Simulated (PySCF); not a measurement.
**Oscillator strengths, rates and cross-sections**

C3H8F2Si2.
Atom-mapped SMILES: `[F:1][C@@H:2]1[CH2:3][SiH2:4][Si@H:5]([F:6])[CH2:7]1` (hydrogens: H8 on C2; H9, H10 on C3; H11, H12 on Si4; H13 on Si5; H14, H15 on C7)

Geometry (GFN2-xTB, Å), atoms numbered from 1 in this order:
```
atom  x, y, z in Å
F1     0.4883   -0.6511    1.8421
C2    -0.4240   -0.9084    0.8241
C3     0.3637   -1.3298   -0.4116
Si4    1.4226    0.1675   -0.9864
Si5   -0.1608    1.6814   -0.2574
F6     0.3539    2.7290    0.8634
C7    -1.2521    0.3530    0.5926
H8    -1.0489   -1.7298    1.2047
H9     0.9652   -2.2044   -0.1660
H10   -0.3442   -1.6315   -1.1837
H11    2.7307    0.1354   -0.3277
H12    1.6318    0.0670   -2.4363
H13   -0.9784    2.5498   -1.0989
H14   -2.1050    0.0871   -0.0309
H15   -1.6472    0.6928    1.5501
```

Computed with TDDFT B3LYP/def2-SVPD, vertical, gas phase, core orbitals frozen in the response in PySCF.

Computed singlets with f of 0.002 or more:

```tsv
state	ν̃ (cm⁻¹)	f
S1	47070	0.015
S2	54270	0.060
S3	55560	0.0087
S4	57020	0.0049
S5	59100	0.071
S6	59850	0.107
S7	60960	0.016
S8	62380	0.015
```

Q: Give A, τ, |μ| and ∫σ dE for each state.

A: For one non-degenerate pair of states in vacuum, A = 0.6670 f ν̃² s⁻¹ with ν̃ in cm⁻¹, τ = 1/A, |μ|² = 3f / (2ΔE) in atomic units, and the integrated cross-section is ∫σ dE = 109.76 f Mb·eV.

```json
{"state": "S1", "A (s⁻¹)": "2.3×10⁷", "τ": "44 ns", "|μ| (D)": "0.83", "∫σ dE (Mb·eV)": "1.7"}
{"state": "S2", "A (s⁻¹)": "1.2×10⁸", "τ": "8.5 ns", "|μ| (D)": "1.53", "∫σ dE (Mb·eV)": "6.6"}
{"state": "S3", "A (s⁻¹)": "1.8×10⁷", "τ": "56 ns", "|μ| (D)": "0.58", "∫σ dE (Mb·eV)": "0.95"}
{"state": "S4", "A (s⁻¹)": "1.1×10⁷", "τ": "95 ns", "|μ| (D)": "0.43", "∫σ dE (Mb·eV)": "0.53"}
{"state": "S5", "A (s⁻¹)": "1.7×10⁸", "τ": "6 ns", "|μ| (D)": "1.60", "∫σ dE (Mb·eV)": "7.8"}
{"state": "S6", "A (s⁻¹)": "2.6×10⁸", "τ": "3.9 ns", "|μ| (D)": "1.95", "∫σ dE (Mb·eV)": "12"}
{"state": "S7", "A (s⁻¹)": "4.0×10⁷", "τ": "25 ns", "|μ| (D)": "0.75", "∫σ dE (Mb·eV)": "1.8"}
{"state": "S8", "A (s⁻¹)": "3.9×10⁷", "τ": "26 ns", "|μ| (D)": "0.71", "∫σ dE (Mb·eV)": "1.6"}
```

Leading configurations: S1 H→L (98%); S2 H→L+1 (92%); S3 H-1→L (78%); S4 H-2→L (78%); S5 H→L+3 (46%); S6 H→L+2 (45%); S7 H-3→L (89%); S8 H-1→L+1 (87%) (H = HOMO, L = LUMO).

The rates are for emission to S0 at the absorption energy, with no other channel.

Q: How much energy does a mole of photons resonant with S6 carry?

A: 7.420 eV × 96.485 = 716 kJ/mol (171 kcal/mol).

Q: By what factor does the largest A in the list exceed the smallest?

A: S6 has 24 times the rate of S4.

Q: What is the integrated cross-section of all computed states together?

A: Σf = 0.298 over S1 to S8, so 109.76 × Σf ≈ 32.7 Mb·eV.

On an Arm Neoverse V1 with one thread, shared host with 32 logical CPUs at a one-minute load of 23, this took 44 s and 0.82 GiB of memory at its peak.

One conformer stands for the species.
